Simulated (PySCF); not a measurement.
Which basis set comes closest?

Molecule: `CSc1cccs1`, C5H6S2.

Geometry:
```
atom   x (Å)   y (Å)   z (Å)
  C1   2.631  -0.084   0.408
  S2   1.737  -0.208  -1.151
  C3   0.080  -0.013  -0.625
  C4  -1.025  -0.031  -1.445
  C5  -2.240   0.155  -0.730
  C6  -2.049   0.311   0.616
  S7  -0.379   0.233   1.028
  H8   2.338  -0.886   1.102
  H9   2.479   0.897   0.881
 H10   3.694  -0.199   0.157
 H11  -0.962  -0.172  -2.525
 H12  -3.224   0.173  -1.200
 H13  -2.793   0.468   1.396
```

Geometry PBE0-D3(BJ)/def2-SVP throughout; GIAO in PySCF, gas phase, one conformer, non-relativistic; equivalent atoms averaged; functional PBE0.

Reference values (estimated from measurements, as parent shift plus tabulated substituent increments; solution, not stated per compound (mostly CDCl3 or CCl4); Pretsch, Buehlmann, Badertscher, Structure Determination of Organic Compounds, 4th ed. (2009)): δ(H11) = 6.93 ppm, δ(H12) = 6.78 ppm, δ(H13) = 7.15 ppm. Computed shifts are taken against TMS, calculated as an isolated molecule at each level.

How do the basis sets STO-3G, pcSseg-0, 6-31G, 6-31G*, cc-pVDZ, def2-SVP, pcSseg-1, aug-cc-pVDZ, 6-311+G(2d,p), def2-TZVP, cc-pVTZ, IGLO-III perform against the reference? Times are CPU seconds on shared hosts with different chips, so compare them loosely.

Results:


| basis set | functions | H11 | H12 | H13 | mean abs. error H | core-s |
| --- | --- | --- | --- | --- | --- | --- |
| STO-3G | 49 | 5.54 | 5.98 | 6.12 | 1.07 | 4.7 |
| pcSseg-0 | 83 | 6.36 | 6.80 | 6.62 | 0.37 | 12 |
| 6-31G | 83 | 6.79 | 7.08 | 6.92 | 0.22 | 9.4 |
| 6-31G* | 118 | 6.56 | 6.86 | 6.62 | 0.33 | 14 |
| cc-pVDZ | 136 | 6.53 | 6.86 | 6.82 | 0.27 | 13 |
| def2-SVP | 136 | 6.44 | 6.79 | 6.60 | 0.35 | 12 |
| pcSseg-1 | 163 | 6.81 | 7.06 | 6.89 | 0.22 | 15 |
| aug-cc-pVDZ | 223 | 6.84 | 7.13 | 7.22 | 0.17 | 29 |
| 6-311+G(2d,p) | 241 | 6.86 | 7.12 | 7.17 | 0.14 | 40 |
| def2-TZVP | 265 | 6.86 | 7.16 | 7.12 | 0.16 | 38 |
| cc-pVTZ | 302 | 6.77 | 7.06 | 7.10 | 0.16 | 46 |
| IGLO-III | 323 | 6.87 | 7.10 | 7.12 | 0.14 | 48 |

For 1H the closest is IGLO-III (0.14 ppm, with 6-311+G(2d,p), def2-TZVP, cc-pVTZ practically level) and the furthest STO-3G (1.07 ppm). Where a smaller basis beats a larger one, errors probably cancel. One molecule is a small sample, and vibrational and solvent effects are absent from the calculation.

A small basis that lands close on one nucleus may do so by chance; judge by the trend and by all nuclei.
